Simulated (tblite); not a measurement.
C2H6F2OSi.
Structure used (GFN2-xTB), in Å, numbered top down from 1:
```
atom  x, y, z in Å
O1    -2.2980   -0.3963   -0.5380
C2    -0.9486   -0.0662   -0.7300
C3    -0.1522   -0.0775    0.5727
F4    -0.1187   -1.3981    1.0345
Si5    1.6498    0.5520    0.3871
F6     2.1147    0.1630   -1.1026
H7    -2.3385   -1.2581   -0.1051
H8    -0.9356    0.9405   -1.1524
H9    -0.4733   -0.7537   -1.4427
H10   -0.7106    0.4691    1.3409
H11    2.5260   -0.1791    1.2815
H12    1.6861    2.0036    0.4283
```

Calculated harmonic vibrations of the isolated species, GFN2-xTB (tblite), most abundant isotopes, no scaling. Against measured fundamentals such values can be off by several per cent, at times by over 20. Modes of hydrogen on silicon can be 10 to 20 % off. One conformer, not necessarily the lowest.

Harmonic wavenumbers (cm⁻¹): 37.7, 94.0, 125.6, 212.1, 249.1, 373.8, 413.2, 437.9, 518.9, 570.5, 685.1, 731.6, 756.7, 834.2, 880.9, 1015.3, 1044.2, 1080.5, 1170.6, 1195.3, 1285.3, 1322.3, 1348.1, 1461.1, 2362.6, 2388.5, 2901.5, 2931.5, 2993.6, 3525.8.

A = 4690, B = 1644, C = 1408 MHz; mass 112.016 u (most abundant isotopes); point group C1, symmetry number 1.

Question: What is the zero-point energy?

Answer: ½Σν̃ = 17474 cm⁻¹ = 209.03 kJ/mol.

Question: Entropy at 400 K, 1 bar (ideal gas, RRHO, classical rotation)?

Answer: Translation 173.81, rotation 119.91, vibration 119.01: S = 412.7 J/(mol K).

Question: And Cp and H(400 K) − H(0)?

Answer: Cp = 148.79 J/(mol K), of which vibrations give 115.53 (their classical limit is 30 R = 249.4); H(400 K) − H(0) = 37.52 kJ/mol without the zero-point energy, 24.22 from vibrations.

Question: Which modes carry the vibrational entropy at 400 K?

Answer: 37.7 cm⁻¹: 24.93; 94.0 cm⁻¹: 17.37; 125.6 cm⁻¹: 14.99; 212.1 cm⁻¹: 10.76; 249.1 cm⁻¹: 9.50; 373.8 cm⁻¹: 6.45 J/(mol K); the other 24 give 35.00 together.

Question: How do the functions run with temperature in this model?

Answer: 
```
 T (K)  S (J/(mol K))  Cp (J/(mol K))  H − H(0) (kJ/mol)  G − H(0) (kJ/mol)  ln q(vib)
    50          236.0            49.6               2.02              -9.78       0.51
   100          275.3            65.1               4.90             -22.63       1.44
298.15          372.8           123.3              23.63             -87.53       5.16
373.15          402.6           142.6              33.61            -116.62       6.54
   500          448.2           168.9              53.45            -170.65       8.83
   750          523.8           203.5             100.37            -292.49      13.06
  1000          585.6           225.3             154.16            -431.40      16.89
```

q(vib) and H(0) count from the zero-point level.

Question: What must be added to the electronic energy to get the Gibbs energy at 400 K and 1 bar?

Answer: ZPE + [H(400 K) − H(0)] − T·S = 209.03 + 37.52 − 165.10 = 81.45 kJ/mol.

Question: Blend soft modes into free rotors: weight 1/[1 + (100 cm⁻¹/ν̃)⁴] for the oscillator and the rest for a rotor with moment μB/(μ + B), μ = h/(8π²ν), B = 10⁻⁴⁴ kg m². What vibrational entropy results?

Answer: 108.43 J/(mol K) in place of 119.01, which changes −T·S at 400 K by +4.23 kJ/mol.

Hindered rotation and anharmonicity are outside this model. Other conformers, if any are populated, would add a mixing term that is left out. The structure is chiral; the term R ln 2 for an equal mix with its mirror image is left out.

Hardware: one thread, Arm Neoverse V1 (aarch64), no GPU, shared host with 32 logical CPUs at a one-minute load of 9.7. Cost: 0.25 s wall. This covers the Hessian and the dipole derivatives.
